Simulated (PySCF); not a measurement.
From a computed spectrum to the compound

A species of 8 atoms with charge 0 has these harmonic modes (PBE, small Gaussian bases with core potentials, PySCF 2.14.0):

| cm⁻¹ | km/mol | symmetry |
| --- | --- | --- |
| 64 | 1.2 | e |
| 64 | 1.2 | e |
| 78 | 56.2 | a1 |
| 114 | 13.8 | e |
| 114 | 13.8 | e |
| 130 | 0.0 | a2 |
| 305 | 7.2 | a1 |
| 505 | 3.8 | e |
| 505 | 3.8 | e |
| 555 | 9.5 | a1 |
| 555 | 169.2 | e |
| 555 | 169.2 | e |
| 1165 | 122.6 | a1 |
| 1585 | 21.9 | e |
| 1585 | 21.9 | e |
| 3378 | 21.7 | a1 |
| 3494 | 43.4 | e |
| 3494 | 43.4 | e |

**Question.** Which species is it, and in which structure?

**Answer.** ErF3(NH3) (singlet in the valence; each metal's 4f electrons, 11 of them, lie in its core potential, out of spins and levels):
```xyz
8

Er    0.0594   -0.0594    0.0594
F     1.0622    1.3765    1.0622
F    -1.3765   -1.0622    1.0622
F     1.0622   -1.0622   -1.3765
N    -1.3724    1.3724   -1.3724
H    -1.9895    1.9895   -0.8234
H    -0.8234    1.9895   -1.9895
H    -1.9895    0.8234   -1.9895
```
Ideal gas at 298.15 K and 1 bar: S = 405.9 J/(mol K), Cp = 115.1 J/(mol K), H − H(0 K) = 25.5 kJ/mol (rigid rotor, harmonic modes, spin degeneracy alone, that of the 4f electrons in the core included). An lcecp potential fixes the number of 4f electrons, so in runs with it no electron can move into or out of that shell.
 Other answers can fit too; this one was computed.
